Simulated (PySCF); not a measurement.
H2I2O2Si, SMILES O[Si](O)(I)I. Geometry optimised at PBE-D3(BJ)/def2-SVP. The def2 effective core potentials stand for the cores of I; spin–orbit coupling is left out. One conformer was computed; it need not be the lowest.

Give the equilibrium geometry at PBE-D3(BJ)/def2-SVP (PySCF confirms it by a frequency run) as Cartesian coordinates in Å, and its point group. (The exact figures need the calculation; the answer reports its results.)

One answer among several that fit: point group C2.
```xyz
7

O     -0.0959     1.3946    -1.8212
Si     0.0000     0.0000    -0.9162
O      0.0959    -1.3946    -1.8212
I     -2.0456     0.0016     0.4380
I      2.0456    -0.0016     0.4380
H      0.7484     1.6613    -2.2317
H     -0.7484    -1.6613    -2.2317
```
